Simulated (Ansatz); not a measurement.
Z-matrix (Å, degrees):
```
S
As 1 2.011
```

Charge 0, multiplicity 2.

List the r2SCAN/def2-TZVPP orbital energies in eV (the Gaussian-basis code of Ansatz). (Estimate.)

Computed: α occupied: -11572.74, -2409.76, -1460.63, -1304.34, -1304.29, -1304.26, -214.12, -189.56, -158.17, -158.13, -158.08, -136.25, -136.03, -136.03, -43.04, -42.98, -42.97, -42.85, -42.82, -19.56, -14.06, -8.56, -8.17, -8.14, -4.80. α empty: -4.45, 0.03, 4.54, 4.82, 4.96, 5.00, 5.20, 6.32. β occupied: -11572.70, -2409.70, -1460.62, -1304.33, -1304.25, -1304.22, -214.09, -189.52, -158.15, -158.10, -157.93, -136.24, -136.01, -135.93, -43.01, -42.96, -42.87, -42.73, -42.71, -19.29, -13.39, -8.29, -8.05, -7.41. β empty: -4.18, -3.21, 0.43, 4.80, 5.38, 5.76, 5.83, 5.86. ⟨S²⟩ = 0.756.
